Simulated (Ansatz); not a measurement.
Geometry optimisation, Ansatz 0.2.0, RKS r2SCANh-D4/def2-SVP.

The input (input.yaml):

```yaml
crystal:
  periodic: [false, false, false]
  atoms:
    - { symbol: C, position_ang: [-0.5109, 0.8924, 0.4386] }
    - { symbol: O, position_ang: [-0.4437, -0.4719, 0.266] }
    - { symbol: C, position_ang: [0.5646, -1.028, -0.4885] }
    - { symbol: Se, position_ang: [0.8581, -2.9938, -0.716] }
    - { symbol: H, position_ang: [-1.4483, 1.1526, 1.0316] }
    - { symbol: H, position_ang: [0.3436, 1.3561, 0.9311] }
    - { symbol: H, position_ang: [-0.6542, 1.4258, -0.5604] }
    - { symbol: H, position_ang: [1.383, -0.3902, -0.9582] }
basis:
  gaussian: { orbitals: def2-SVP }
hamiltonian:
  xc: r2scanh
  dispersion: d4
relax:
  f_tol: 0.02
  max_steps: 50
output:
  orbitals: {}
```

Command:

```bash
$ ansatz run input.yaml --threads 2 --pin off --max-ram 3072MiB --backend cpu --events-out ev --progress --plain --runs-dir out
```

Where does it end, and by what steps?

The forces met the threshold. After 6 steps the energy has fallen by 1.010 eV; Se4 moved furthest, 0.23 Å.

```json
{"step": "0", "energy less start (eV)": "0.0000", "largest force component (eV/Å)": "4.504", "accepted": "yes"}
{"step": "1", "energy less start (eV)": "-0.9299", "largest force component (eV/Å)": "1.222", "accepted": "yes"}
{"step": "2", "energy less start (eV)": "-0.7558", "largest force component (eV/Å)": "1.868", "accepted": "no"}
{"step": "3", "energy less start (eV)": "-1.0056", "largest force component (eV/Å)": "0.299", "accepted": "yes"}
{"step": "4", "energy less start (eV)": "-1.0085", "largest force component (eV/Å)": "0.189", "accepted": "yes"}
{"step": "5", "energy less start (eV)": "-1.0096", "largest force component (eV/Å)": "0.089", "accepted": "yes"}
{"step": "6", "energy less start (eV)": "-1.0099", "largest force component (eV/Å)": "0.015", "accepted": "yes"}
```

```xyz
8
Properties=species:S:1:pos:R:3
C -0.499 0.877 0.383
O -0.441 -0.541 0.262
C 0.561 -1.046 -0.431
Se 0.803 -2.767 -0.702
H -1.374 1.098 1.001
H 0.406 1.264 0.873
H -0.619 1.347 -0.604
H 1.255 -0.290 -0.837
```

Whether the end is a true minimum wasn't checked by a vibrational analysis.

The run took 15 s on 2 threads of Intel(R) Xeon(R) Platinum 8488C (Sapphire Rapids) (shared host), peak memory 0.23 GiB.
